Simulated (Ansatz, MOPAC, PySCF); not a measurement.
System: PbO, net charge 0, singlet state. SMILES: [O]=[Pb]
Coordinates optimised at B3LYP-D3(BJ)/def2-TZVP (Ansatz, a quantum-chemistry and plane-wave program):
```
Pb
O 1 1.9216
```
Charge 0, spin multiplicity 1.

Quantity: size of the dipole moment, in D. Set-up: 6-31G* and kin with 6d, 5d where marked; PM7 with its own dispersion and hydrogen-bond terms; LANL2DZ with its own core potentials from Na on; def2 sets with scalar-relativistic core potentials past Kr; spin-orbit terms left out. Ab initio and DFT rows: single points at B3LYP-D3(BJ) geometries (Ansatz). Semi-empirical rows: dipoles at the shared geometry.

```json
[
 {"level": "PM3", "program": "MOPAC", "size of the dipole moment (D)": "3.72"},
 {"level": "PM6", "program": "MOPAC", "size of the dipole moment (D)": "5.35"},
 {"level": "PM7", "program": "MOPAC", "size of the dipole moment (D)": "5.72"},
 {"level": "MNDO", "program": "MOPAC", "size of the dipole moment (D)": "3.74"},
 {"level": "SVWN5/6-31G* with LANL2DZ past Ar", "program": "Ansatz", "size of the dipole moment (D)": "4.03"},
 {"level": "PBE/def2-SVP", "program": "Ansatz", "size of the dipole moment (D)": "3.76"},
 {"level": "BP86/def2-SVP", "program": "PySCF", "size of the dipole moment (D)": "3.75"},
 {"level": "B3LYP/def2-SVP", "program": "Ansatz", "size of the dipole moment (D)": "4.18"},
 {"level": "PBE0/6-31G* with LANL2DZ past Ar", "program": "Ansatz", "size of the dipole moment (D)": "4.49"}
]
```

No value to compare with is used here. The 9 habitual levels span 3.72 (PM3) to 5.72 D (PM7).

The levels are drawn from those run, B3LYP/6-31G* more often than the rest, none by its result; runs whose electronic state is in doubt are left out.
